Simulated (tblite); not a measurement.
Species: C6H15NSi.
Atom-mapped SMILES: `[NH2:1][CH2:2][C@@H:3]1[CH2:4][CH2:5][CH2:6][SiH2:7][CH2:8]1` (hydrogens: H9, H10 on N1; H11, H12 on C2; H13 on C3; H14, H15 on C4; H16, H17 on C5; H18, H19 on C6; H20, H21 on Si7; H22, H23 on C8)

Geometry (GFN2-xTB, Å), atoms numbered from 1 in this order:
```xyz
23
C6H15NSi angstrom
N     -2.728    0.427    0.403
C     -2.119   -0.430   -0.603
C     -0.586   -0.335   -0.564
C     -0.034   -0.879    0.757
C      1.475   -1.115    0.734
C      2.268    0.190    0.719
Si     1.746    1.264   -0.759
C     -0.143    1.107   -0.809
H     -2.527    0.073    1.332
H     -3.735    0.439    0.290
H     -2.415   -1.490   -0.502
H     -2.468   -0.082   -1.580
H     -0.208   -0.969   -1.376
H     -0.531   -1.828    0.981
H     -0.266   -0.178    1.562
H      1.732   -1.710   -0.146
H      1.754   -1.701    1.616
H      2.085    0.723    1.654
H      3.335   -0.034    0.694
H      2.338    0.723   -1.992
H      2.170    2.657   -0.580
H     -0.535    1.441   -1.770
H     -0.613    1.736   -0.052
```

Level: GFN2-xTB in tblite, geometry and Hessian alike; calculated harmonic values, unscaled, isolated species. The method is semi-empirical: single wavenumbers can be off by several per cent or more. Modes of hydrogen on silicon can be 10 to 20 % off. One conformer, not necessarily the lowest.

Harmonic wavenumbers (cm⁻¹): 95.1, 104.8, 130.9, 222.9, 248.9, 279.7, 309.2, 332.8, 365.0, 441.2, 503.5, 554.3, 580.1, 651.9, 697.4, 767.9, 774.4, 795.6, 815.4, 853.5, 892.1, 905.3, 962.9, 984.8, 999.0, 1016.7, 1065.2, 1087.1, 1126.6, 1139.6, 1148.9, 1195.4, 1209.8, 1233.5, 1257.5, 1278.3, 1303.4, 1310.3, 1345.4, 1354.4, 1362.7, 1372.4, 1478.3, 1483.0, 1490.3, 1493.5, 1505.6, 1566.7, 2194.2, 2229.5, 2796.1, 2909.7, 2934.1, 2945.1, 2954.4, 2963.3, 2970.4, 2976.5, 2981.6, 2988.2, 2996.3, 3394.5, 3423.5.

A = 2783, B = 1143, C = 922.9 MHz; mass 129.097 u (most abundant isotopes); point group C1, symmetry number 1.

Task: Zero-point energy?

Result: Half the sum of the wavenumbers: 43875 cm⁻¹ = 125.45 kcal/mol.

Task: What is S at 200 K and 1 bar for an ideal gas of classical rigid rotors and harmonic oscillators?

Result: Translation 38.52, rotation 27.89, vibration 14.28: S = 80.7 cal/(mol K).

Task: And Cp and H(200 K) − H(0)?

Result: Cp = 27.54 cal/(mol K), of which vibrations give 19.59 (their classical limit is 63 R = 125.2); H(200 K) − H(0) = 3.33 kcal/mol without the zero-point energy, 1.74 from vibrations.

Task: What must be added to the electronic energy to get the Gibbs energy at 200 K and 1 bar?

Result: ZPE + [H(200 K) − H(0)] − T·S = 125.45 + 3.33 − 16.14 = 112.64 kcal/mol.

Task: Blend soft modes into free rotors: weight 1/[1 + (100 cm⁻¹/ν̃)⁴] for the oscillator and the rest for a rotor with moment μB/(μ + B), μ = h/(8π²ν), B = 10⁻⁴⁴ kg m². What vibrational entropy results?

Result: 14.11 cal/(mol K) in place of 14.28, which changes −T·S at 200 K by +0.03 kcal/mol.

Hindered rotation and anharmonicity are outside this model. Other conformers, if any are populated, would add a mixing term that is left out. The structure is chiral; the term R ln 2 for an equal mix with its mirror image is left out.

Hardware: one thread of an Arm Neoverse N1 (shared host). Cost: 1.7 s of wall time. This covers the Hessian and the dipole derivatives.
